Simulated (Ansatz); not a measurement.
Two isomers of C2H8SSi2: A = `CSC1[SiH2][SiH2]1`, B = `C=C[SiH2][SiH2]S`.

Gas-phase electronic energies from Ansatz, PBE0-D4/def2-TZVP geometries. CCSD(T)/CBS adds triple-zeta CCSD(T) − MP2 to the extrapolated MP2 energy (def2 sets, frozen cores). Functionals use def2-TZVPP. B3LYP here is the variant with VWN-RPA as its local correlation; programs differ in this. Each species was taken in one conformer, which may not be the lowest.

Question: Which isomer does CCSD(T)/CBS put lower? Give the gap. (Estimate.)

Answer: Ansatz gave: B, by 31.2 kcal/mol.

Question: Give E(B) − E(A) in kcal/mol with B3LYP-D4, PBE-D4, r2SCAN-D4, PBE0-D4, HF/def2-TZVPP, B2PLYP, B3LYP. (An estimate is asked.)

Answer: Computed: B3LYP-D4 -33.2, PBE-D4 -27.2, r2SCAN-D4 -29.0, PBE0-D4 -27.6, HF/def2-TZVPP -40.8, B2PLYP -32.5, B3LYP -33.9. None reverses the order clearly.

Largest T1 diagnostic: 0.013.

In def2-TZVPP, CCSD(T) changes the Hartree–Fock value by +8.7 kcal/mol (the triples alone add +1.1 kcal/mol) and MP2 by +11.6 kcal/mol.
